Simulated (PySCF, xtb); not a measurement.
ReO3F, SMILES [O]=[Re](=[O])(=[O])[F], multiplicity 1.

Harmonic wavenumbers (cm⁻¹) from xtb with GFN2-xTB at its own minimum, in rising order: 199, 199, 258, 297, 297, 558, 882, 920, 920.

**Question.** What does PBE-D3(BJ)/def2-SVP (PySCF) give at its own minimum? (Estimate from the structure and the level; the computed values follow.)

**Answer.** 219, 219, 306, 342, 342, 697, 980, 980, 1008. Paired by order, the mean absolute difference is 63 cm⁻¹ and the zero-point energies are 6.5 and 7.3 kcal/mol.
